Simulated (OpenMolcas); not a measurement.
A calculation on Ar4+.

```yaml
Program: OpenMolcas 26.06
Method: CASSCF
Basis: ANO-RCC-VTZP [5s4p2d1f]
Scalar_Hamiltonian: DKH2, point nucleus
Active_space: 4 electrons in 4 orbitals (3s 3p)
State_averaging: 2S+1 = 3 even, 6 roots; 2S+1 = 1 even, 11 roots kept (CI in the orbitals of an earlier block); 2S+1 = 5 odd, 1 root; 2S+1 = 3 odd, 9 roots kept (CI in the orbitals of an earlier block); 2S+1 = 1 odd, 8 roots kept (CI in the orbitals of an earlier block)
Spin-orbit_coupling: RASSI with atomic mean-field integrals over the reference wave functions, term energies averaged over their components
```

(1) Which level of the active space comes out lowest?

(2) How high does 3s 3p3 3D* 1 lie?

(3) How high does 3s2 3p2 3P2 lie?

(4) How high does 3s 3p3 1D* 2 lie?

Measured values: Saloman, J. Phys. Chem. Ref. Data 39, 033101 (2010).

Answers

(1) 3s2 3p2 3P0, with 100 % of that term; it is also the measured ground level.

(2) 133391 cm-1 above the lowest level; measured 121629 cm-1 above the ground level, so the calculation is off by +10 %.

(3) 1878 cm-1 above the lowest level; measured 2029 cm-1 above the ground level, so the calculation is off by -7 %.

(4) 202362 cm-1 above the lowest level; measured 154211 cm-1 above the ground level, so the calculation is off by +31 %.

Terms from blocks run as CI alone lack orbitals of their own. Terms of s pⁿ other than that of highest spin mix with s² pⁿ⁻² d, which this space lacks; all of them can be thousands of cm-1 off, and some have no real level of that name. Computed and measured levels are paired by configuration, term and J; levels that our copy of the source lacks, or whose pairing is in doubt (as where it misses far off the trend of its configuration), stay unpaired and out of the deviations. Only configurations of the active space appear.

* marks odd parity.
